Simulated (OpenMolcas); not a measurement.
Ionisation energies of caesium

| Property | Result |
| --- | --- |
| Program | OpenMolcas 26.06 |
| Basis | ANO-RCC [12s10p8d4f2g] |
| Scalar Hamiltonian | DKH2, point nucleus |
| Spin-orbit coupling | RASSI with atomic mean-field integrals over the reference wave functions, term energies averaged over their components |

Active shells in each charge state: the valence s, p shells, with orbitals averaged over the low states. Where CASPT2's correlated closed shells are named, they are those of the first ion.

A. CASSCF
B. SS-CASPT2, IPEA 0.25 Eh, imaginary shift 0.1 Eh (closed shells correlated: 5s 5p)
C. SS-CASPT2, IPEA 0 Eh, imaginary shift 0.1 Eh (closed shells correlated: 5s 5p)
D. SS-CASPT2, IPEA 0.25 Eh, imaginary shift 0.1 Eh (closed shells correlated: 4d 5s 5p)
E. SS-CASPT2, IPEA 0.25 Eh, imaginary shift 0.1 Eh (closed shells correlated: none)

Energies in eV between the lowest computed levels, named as in B; reference values from the NIST Atomic Spectra Database with their kind.

| From | To | A | B | C | D | E | Spin-orbit share in B | Reference |
| --- | --- | --- | --- | --- | --- | --- | --- | --- |
| Cs 6s ²S_1/2 | Cs+ 5p⁶ ¹S₀ | 3.473 | 3.814 | 3.850 | 3.848 | 3.473 | +0.000 | 3.894 (measured) |

Error against the reference values, in %:

| From | Reference | A | B | C | D | E |
| --- | --- | --- | --- | --- | --- | --- |
| Cs | measured | -10.8 | -2.1 | -1.1 | -1.2 | -10.8 |

Absolute error against the one measured value: A 0.42 eV, B 0.08 eV, C 0.04 eV, D 0.05 eV, E 0.42 eV.
